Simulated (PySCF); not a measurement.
## Orbital picture of InN

BHandHLYP at R = 2.235 Å; In cc-pVDZ-PP with ECP28, N cc-pVDZ; scalar-relativistic core potentials (PySCF 2.14). State: ³Σ⁻ (triplet), unpaired electrons π ↑↑. Only the outer orbitals are listed, counted within each symmetry, core potentials removing the inner ones.

```tsv
spin	orbital	occ.	ε (eV)	on In (%)	main shells (%)
α	6σ	1	-10.62	66	65 In s, 31 N p
α	3π	1	-9.35	6	94 N p
α	3π	1	-9.35	6	94 N p
α	7σ	1	-7.01	48	51 N p, 30 In s, 18 In p
α	4π	0	-0.90	96	96 In p
α	4π	0	-0.90	96	96 In p
α	8σ	0	1.30	96	88 In p
β	5σ	1	-18.19	14	86 N s
β	6σ	1	-10.10	76	75 In s, 18 N p
β	7σ	1	-6.08	42	57 N p, 26 In p, 16 In s
β	3π	0	-1.63	85	85 In p, 15 N p
β	3π	0	-1.63	85	85 In p, 15 N p
β	4π	0	1.52	22	78 N p, 15 In p
```

**Question.** Which are the highest filled and the lowest empty level, where do they sit, and how wide is the gap?

**Answer.** Highest filled β 7σ at -6.08 eV (in %: 57 N p, 26 In p, 16 In s); lowest empty β 3π at -1.63 eV (in %: 85 In p, 15 N p); the gap at BHandHLYP is 4.45 eV.

| Item | Value |
| --- | --- |
| bond order (Mayer) | 0.90 |
| ⟨S²⟩ | 2.015 |
| charge on In (Mulliken, basis-dependent) | 0.43 |
| charge on In (Löwdin, basis-dependent) | 0.39 |
| dipole moment (positive dipole means In(−)N(+)) | -2.40 D |

Spin–orbit coupling is left out. The state is the lowest determinant that a PBE0 search found; another state may lie lower at other levels.
